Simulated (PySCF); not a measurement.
A side-by-side comparison of computed properties.

First species: C8H12.
Bonds: C1–C2, C2–C3 (triple), C3–C4, C4–C5, C5–C6, C6–C7, C7–C8, C5–C8. Hydrogens: H9, H10, H11 on C1; H12, H13 on C4; H14 on C5; H15, H16 on C6; H17, H18 on C7; H19, H20 on C8.

Second species: C₄AlN₄ (charge -1).
Structure used (PBE0-D3(BJ)/def2-SVP), in Å, numbered top down from 1:
```
atom  x, y, z in Å
N1     0.1510   -2.1009   -2.3211
C2     0.1010   -1.3199   -1.4618
Al3    0.0033    0.0031   -0.0008
C4     1.6727   -0.0566    1.0518
N5     2.6545   -0.0911    1.6730
C6    -1.5326   -0.4269    1.1618
N7    -2.4382   -0.6872    1.8422
C8    -0.2297    1.8101   -0.7613
N9    -0.3659    2.8745   -1.2080
```

Levels: wB97X-D/def2-SVPD for HOMO energy, LUMO energy, HOMO–LUMO gap, static isotropic polarisability and electronic spatial extent ⟨r²⟩ about the centre of nuclear charge; TDDFT wB97X-D/def2-SVPD for lowest singlet excitation; TDA wB97X-D/def2-SVPD for lowest triplet excitation (Tamm–Dancoff). Geometries: PBE0-D3(BJ)/def2-SVP. Each structure is a single optimised conformer of the isolated species, non-relativistic unless stated. Electronic properties by PySCF.

Dipoles, sizes and rotational constants follow the conformer. The torsions of the flexible species, by atom-mapped SMILES:
- `[CH3:1][C:2]#[C:3][CH2:4][CH:5]1[CH2:6][CH2:7][CH2:8]1`: C3–C4–C5–C6 66°

Values for the first species:

| Quantity | Value |
| --- | --- |
| HOMO energy | -8.93 eV |
| LUMO energy | 2.32 eV |
| HOMO–LUMO gap | 11.25 eV |
| Lowest singlet excitation | 6.53 eV |
| Lowest triplet excitation (Tamm–Dancoff) | 5.45 eV |
| Static isotropic polarisability | 94.1 au |
| Electronic spatial extent ⟨r²⟩ about the centre of nuclear charge | 1504 bohr² |

(1) Estimate the same properties for the second species, and the change in each.

Answers

(1) 
```csv
property,first,second,second less first
HOMO energy,-8.93 eV,-8.32 eV,+0.61 eV
LUMO energy,2.32 eV,4.22 eV,+1.90 eV
HOMO–LUMO gap,11.25 eV,12.54 eV,+1.29 eV
lowest singlet excitation,6.53 eV,7.04 eV,+0.51 eV
lowest triplet excitation (Tamm–Dancoff),5.45 eV,5.95 eV,+0.50 eV
static isotropic polarisability,94.1 au,84.9 au,-9.2 au
electronic spatial extent ⟨r²⟩ about the centre of nuclear charge,1504 bohr²,1502 bohr²,-2 bohr²
```

On the first: S1 lies 4.72 eV below the HOMO–LUMO gap. No computed singlet falls in the visible range (750 to 380 nm, 1.65 to 3.26 eV); S1 lies 3.27 eV above its blue end.

On the second: The 10 singlets span 7.04 to 7.50 eV, and their oscillator strengths add up to 0.00. The polarisability is 12.58 Å³ as a volume (1 au = 0.148185 Å³), or 1.29 au for each of the 66 electrons.
